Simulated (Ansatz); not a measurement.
Ansatz (an electronic-structure program) input (CCSD(T)/def2-SVPD):

Ansatz 0.2 input:
```yaml
crystal:
  periodic: [false, false, false]
  atoms:
    - {symbol: Sn, position_ang: [0.00310420, -0.00192177, 0.34435198]}
    - {symbol: F, position_ang: [0.69626342, 1.27270737, -0.95581460]}
    - {symbol: F, position_ang: [-0.71350896, -1.26203088, -0.95725199]}
basis:
  gaussian:
    orbitals: def2-SVPD
magnetization: {spin_polarized: false}
correlation: {method: ccsd_t, electrons: outside_noble_gas}
output: {forces: true}
```

End of the output:

```
cycle   4  -13.03786148 eV  change    3.2e-3 eV  update   5.5e-3
cycle   5  -13.03175915 eV  change    6.1e-3 eV  update   2.6e-3
cycle   6  -13.03265759 eV  change   -9.0e-4 eV  update   8.8e-4
cycle   7  -13.03299668 eV  change   -3.4e-4 eV  update   3.5e-4
cycle   8  -13.03279935 eV  change    2.0e-4 eV  update   1.1e-4
cycle   9  -13.03278056 eV  change    1.9e-5 eV  update   3.6e-5
cycle  10  -13.03281886 eV  change   -3.8e-5 eV  update   1.4e-5
cycle  11  -13.03280716 eV  change    1.2e-5 eV  update   4.8e-6
perturbative correction -0.33566614 eV, -0.0123355030 hartree
the calculation of the forces begins
Total energy: -11228.77308254 eV, -412.6497996478 hartree
Atom 0 at     0.003104    -0.001922     0.344352 Å, force     0.008592    -0.005319     0.953152 eV/Å
Atom 1 at     0.696263     1.272707    -0.955815 Å, force     0.238254     0.438760    -0.476329 eV/Å
Atom 2 at    -0.713509    -1.262031    -0.957252 Å, force    -0.246847    -0.433441    -0.476823 eV/Å
Dipole moment:     0.007346    -0.004548     0.814923 e Å
```
